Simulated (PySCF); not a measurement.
S (sulfur, neutral) across methods

[Ne] 3s1 3p5, high-spin 3P determinant (an excited configuration). Calculation: PySCF 2.14, in aug-cc-pV(Q+d)Z; no relativity, point nucleus.

```csv
method,E (hartree),mean ε 3s α (eV),mean ε 3p α (eV),mean ε 3p β (eV),Σ⟨r²⟩ (bohr²),⟨S²⟩
UHF,-397.09131,-28.556,-13.859,-9.068,31.05,2.042
PBE0,-397.6026,-21.344,-9.856,-7.532,30.17,2.010
wB97M-V,-397.7132,-23.652,-11.907,-9.802,30.49,2.006
PW91,-397.7427,-18.817,-8.397,-6.656,30.23,2.006
M06,-397.7271,-20.980,-9.564,-7.451,29.97,2.010
PBE,-397.5825,-18.775,-8.354,-6.606,30.24,2.007
B3LYP,-397.7647,-20.757,-9.480,-7.413,30.33,2.009
LDA,-396.3727,-18.732,-8.398,-6.681,30.33,2.006
```

(1) Estimate the same row for r2SCAN.

Results:

(1) E (hartree) = -397.7220; mean ε 3s α (eV) = -19.915; mean ε 3p α (eV) = -8.881; mean ε 3p β (eV) = -6.671; Σ⟨r²⟩ (bohr²) = 30.15; ⟨S²⟩ = 2.015.
